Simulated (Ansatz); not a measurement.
Al₆Cu₄: single points at one geometry.

```yaml
crystal:
  periodic: [false, false, false]
  atoms:
    - {symbol: Cu, position_ang: [2.326832, -0.817362, 0.580114]}
    - {symbol: Cu, position_ang: [-2.166332, -0.172141, 1.086576]}
    - {symbol: Cu, position_ang: [0.712733, -1.758351, -0.957490]}
    - {symbol: Cu, position_ang: [-1.461859, -2.230354, 0.003419]}
    - {symbol: Al, position_ang: [1.367334, 0.618552, -1.133803]}
    - {symbol: Al, position_ang: [-0.297205, 2.614134, -2.079374]}
    - {symbol: Al, position_ang: [-1.117478, -0.098493, -1.175848]}
    - {symbol: Al, position_ang: [1.424466, 1.171550, 1.562722]}
    - {symbol: Al, position_ang: [0.059439, -1.121066, 1.474883]}
    - {symbol: Al, position_ang: [-0.847930, 1.793531, 0.638792]}
basis:
  gaussian: {orbitals: def2-SVP, initial_orbitals: start.molden}
hamiltonian: {xc: pbe, dispersion: d4}
scf: {omitted_lower_state_checks: [starts]}
output: {orbitals: {seedname: orbitals}}
```

The file start.molden holds the orbitals of an earlier run on this structure, at another level or in another basis.

```sh
$ ansatz run in.yaml --threads 4 --pin off --events-out ev --progress --plain --max-ram 9574MiB
```

Shortened log:

```
Functional definition: PBE
2694 factors; their error is unknown
mean field evaluation 1: about -218064.0460 eV, gradient 1.4e1 eV
mean field evaluation 2: about -218064.5808 eV, gradient 9.7e-1 eV
mean field evaluation 4: about -218064.4426 eV, gradient 7.7e-2 eV
mean field -218064.44257415 eV, -8013.7204552121 hartree, gradient 3.6e-5 eV, S^2 0.000000; 0 other end points of the search recorded, 0 dependent functions left out
reference -218064.44262601 eV, -8013.7204571179 hartree; 97, 97 occupied and 135, 135 virtual orbitals, 2694 factors
Total energy: -218065.38517249 eV, -8013.7550950623 hartree
Checks for a lower state left out: starts
```

Hardware: 4 threads of Intel Xeon Platinum 8488C on a shared host. Wall time 5 s, peak host memory 0.62 GiB.

Geometry: PBE-D4/def2-SVP.

The restricted singlet is unstable towards broken spin symmetry in Hartree–Fock (as tested in another run); at PBE-D4/def2-SVP this wasn't settled. Another isomer (singlet) lies 0.21 eV lower at PBE0-D4/def2-TZVP; other spin states weren't run for this one.
